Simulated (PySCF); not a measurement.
Electron correlation in B (boron, neutral)

[He] 2s2 2p1, 2P determinant. All numbers are calculated (PySCF 2.14, the non-relativistic Hamiltonian (point nucleus), in cc-pVTZ (4s3p2d1f, 30 functions)). Frozen: 1s2; 3 electrons correlated.

MP2 pair energies summed by pair of shells (mhartree):

| pair | energy | share (%) |
| --- | --- | --- |
| 2s-2s | -24.78 | 56.2 |
| 2s-2p | -19.30 | 43.8 |

Total MP2 correlation energy: -44.08 mhartree.

Same-spin part -3.21 and opposite-spin part -40.87 mhartree; SCS-MP2 scales them by 1/3 and 6/5 to -50.11 mhartree.

```csv
level,correlation energy (mhartree)
CCSD,-64.72
(T),-1.31
CCSD(T),-66.03
```

Diagnostics: T1 = 0.013, D1 = 0.0262, largest double amplitude 0.116.

Problem. Is a single reference adequate?

Solution. Mostly. T1 lies below 0.03, but a double amplitude of this size points to a near-degeneracy that CCSD handles and MP2 describes poorly.
